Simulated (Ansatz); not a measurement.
`[SiH3][CH2][SbH2]` + `[NH2][Al]([NH2])[F]` → `[NH2][Al]([F])[NH][SiH3]` + `[CH3][SbH2]`  (ligand exchange at the Si–C bond)

Calculated with Ansatz (gas phase, PBE0-D4/def2-TZVP geometries, no zero-point term in ΔE). CBS: MP2 limit from def2 TZ/QZ plus the TZ coupled-cluster correction, frozen cores. This one scheme is used for every species. Functionals use def2-TZVPP. B3LYP here is the variant with VWN-RPA as its local correlation; programs differ in this. def2 core potentials past Kr. For Sb outer-core shells are correlated without core-valence functions, which leaves a few kJ/mol of doubt a bond. One conformer a species, not always the lowest.

CCSD(T)/CBS gives -0.52 eV.

**Question.** Another level gave -0.58 eV. Which?
A. MP2/def2-TZVPP
B. B3LYP/def2-TZVPP
C. PBE-D4/def2-TZVPP
D. HF/def2-TZVPP

**Answer.** B. B3LYP -0.58, PBE-D4 -0.47, MP2/def2-TZVPP -0.54, HF/def2-TZVPP -0.68 eV.

Largest T1 diagnostic among the species: 0.013.

In def2-TZVPP, CCSD(T) changes the Hartree–Fock value by +0.13 eV (the triples alone add +0.02 eV) and MP2 by +0.14 eV.
